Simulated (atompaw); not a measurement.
## Which change was made? (N, PAW (atompaw))

```
Element                 : nitrogen (N)
Generator               : atompaw 4.2.0.5
Type                    : PAW
Functional              : PBE
Relativity              : scalar-relativistic
Frozen core             : [He]
Valence charge          : 5
Reference configuration : 2s2 2p3
Partial waves           : 2s (bound): rc 1.20 bohr; 2s channel at -0.25 Ry: rc 1.00 bohr; 2p (bound): rc 1.20 bohr; 2p channel at -0.1 Ry: rc 1.20 bohr
Local potential         : troulliermartins scheme with l = 2 at 0.5 Ry, radius 1.20 bohr
Core correction         : smooth core density matched at 0.80 bohr
Augmentation charge     : besselshape compensation charge, radius 0.85 bohr; PAW radius 1.20 bohr; waves and projectors: custom rrkj gramschmidtortho
```

Cutoffs, loose and tight: the cutoffs (Ry, on a coarse ladder) from which the occupation-weighted sum of valence levels, in a spherical-Bessel basis at the reference potential, stays within 10 and 1 mRy of its value at 400 Ry. They see the waves, projectors and local potential, not the compensation charge or the core.

The base gives: outcome: generated; cutoff, loose: 45 Ry; cutoff, tight: 55 Ry; bound ghosts: none.

Task: After one change the result is: outcome: generated; cutoff, loose: 35 Ry; cutoff, tight: 40 Ry; bound ghosts: none. Which change was it?
A. all radii scaled by about 1.20 (s 1.44, p 1.44 bohr); local potential troulliermartins scheme with l = 2 at 0.5 Ry, radius 1.44 bohr; augmentation besselshape compensation charge, radius 1.02 bohr; PAW radius 1.44 bohr; waves and projectors: custom rrkj gramschmidtortho; core correction smooth core density matched at 0.96 bohr
B. all radii scaled by about 0.90 (s 1.08, p 1.08 bohr); local potential troulliermartins scheme with l = 2 at 0.5 Ry, radius 1.08 bohr; augmentation besselshape compensation charge, radius 0.76 bohr; PAW radius 1.08 bohr; waves and projectors: custom rrkj gramschmidtortho; core correction smooth core density matched at 0.72 bohr
C. all radii scaled by about 0.75 (s 0.90, p 0.90 bohr); local potential troulliermartins scheme with l = 2 at 0.5 Ry, radius 0.90 bohr; augmentation besselshape compensation charge, radius 0.64 bohr; PAW radius 0.90 bohr; waves and projectors: custom rrkj gramschmidtortho; core correction smooth core density matched at 0.60 bohr
D. all radii scaled by about 0.82 (s 0.98, p 0.98 bohr); local potential troulliermartins scheme with l = 2 at 0.5 Ry, radius 0.98 bohr; augmentation besselshape compensation charge, radius 0.70 bohr; PAW radius 0.98 bohr; waves and projectors: custom rrkj gramschmidtortho; core correction smooth core density matched at 0.66 bohr

Result: A. The others give: all radii scaled by about 0.75 (s 0.90, p 0.90 bohr); local potential troulliermartins scheme with l = 2 at 0.5 Ry, radius 0.90 bohr; augmentation besselshape compensation charge, radius 0.64 bohr; PAW radius 0.90 bohr; waves and projectors: custom rrkj gramschmidtortho; core correction smooth core density matched at 0.60 bohr → outcome: failed: atompaw: The overlap operator has at least one negative eigenvalue! | all radii scaled by about 0.90 (s 1.08, p 1.08 bohr); local potential troulliermartins scheme with l = 2 at 0.5 Ry, radius 1.08 bohr; augmentation besselshape compensation charge, radius 0.76 bohr; PAW radius 1.08 bohr; waves and projectors: custom rrkj gramschmidtortho; core correction smooth core density matched at 0.72 bohr → outcome: generated; cutoff, loose: 55 Ry; cutoff, tight: 70 Ry; bound ghosts: none | all radii scaled by about 0.82 (s 0.98, p 0.98 bohr); local potential troulliermartins scheme with l = 2 at 0.5 Ry, radius 0.98 bohr; augmentation besselshape compensation charge, radius 0.70 bohr; PAW radius 0.98 bohr; waves and projectors: custom rrkj gramschmidtortho; core correction smooth core density matched at 0.66 bohr → outcome: generated; cutoff, loose: 70 Ry; cutoff, tight: 80 Ry; bound ghosts: none.
